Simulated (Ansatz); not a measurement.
`O[SiH]1O[CH2][SnH2]1` at its PBE0-D4/def2-TZVP geometry, where that method's forces vanish. The species carries charge 0 and has multiplicity 1. Sn: def2 effective core potential.

```csv
atom,x (Å),y (Å),z (Å)
O1,0.2422,-2.2976,0.7034
Si2,0.2239,-1.1331,-0.4542
O3,1.3337,0.0801,-0.2296
C4,0.7480,1.3068,0.2217
Sn5,-1.3867,0.7859,0.0049
H6,0.7838,-3.0739,0.5510
H7,0.4941,-1.7876,-1.7639
H8,1.0716,2.1250,-0.4236
H9,1.0492,1.5159,1.2502
H10,-2.1929,1.6035,-1.2605
H11,-2.3667,0.8751,1.4006
```

(1) For each bond, give half the difference of the two atoms' forces along it (eV/Å; positive pushes the atoms apart) under PBE-D4, r2SCAN-D4, B3LYP-D4, ωB97M-V in def2-TZVPP. (An estimate is asked.)

Results:

(1) Ansatz gave: 
```csv
bond,length (Å),PBE-D4,r2SCAN-D4,B3LYP-D4,ωB97M-V
O1–Si2,1.642,0.25,0.03,0.10,0.14
O1–H6,0.959,0.33,0.02,-0.01,-0.06
Si2–O3,1.660,0.32,0.01,0.04,-0.05
Si2–Sn5,2.547,0.01,0.06,0.17,-0.04
Si2–H7,1.489,-0.04,-0.06,-0.20,-0.16
O3–C4,1.432,0.22,0.31,0.30,0.32
C4–Sn5,2.208,0.12,0.10,0.26,-0.06
C4–H8,1.091,0.06,-0.09,-0.19,-0.11
C4–H9,1.092,0.06,-0.08,-0.18,-0.11
Sn5–H10,1.709,0.06,-0.03,-0.02,-0.05
Sn5–H11,1.708,0.05,-0.02,-0.03,-0.05
```

B3LYP here is the variant with VWN-RPA as its local correlation; programs differ in this.
